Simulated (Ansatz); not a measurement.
Reactions of C$_{2}$H$_{5}$FGeO, SMILES `[CH3][GeH]1[O][CH]1F`.

Computed with Ansatz on PBE0-D4/def2-TZVP structures; ΔE is electronic, products minus reactants. CBS: MP2 limit from def2 TZ/QZ plus the TZ coupled-cluster correction, frozen cores. This one scheme is used for every species, atoms too. Open shells (•) are unrestricted, without spin–orbit coupling. Spin–orbit coupling would lower the free atoms: a little for C, F, O; clearly for Ge. For Ge outer-core shells are correlated without core-valence functions, so the limit isn't a true one: a few kJ/mol of doubt a bond, and 10 to 20 or more in all where bonds break to atoms. Scalar relativity is left out up to krypton.

Order these by ΔE at CCSD(T)/CBS, lowest first. (Estimate.)
A. `[CH3][Ge@H]1[O][C@@H]1F` → 2 C• + F• + Ge• + 5 H• + O•
B. `[CH3][Ge@H]1[O][C@@H]1F` + H₂ → `F[CH]1[O][GeH2]1` + CH₄
C. `[CH3][Ge@H]1[O][C@@H]1F` + SiH₄ → `F[C@@H]1[O][Ge@H]1[SiH3]` + CH₄
D. `[CH3][Ge@H]1[O][C@@H]1F` → `[F][GeH]1[CH2]C[O]1`

D (-42.9 kcal/mol), C (-8.2 kcal/mol), B (-6.2 kcal/mol), A (+863.7 kcal/mol).

Largest T1 diagnostic: 0.016, for `F[C@@H]1[O][Ge@H]1[SiH3]`.
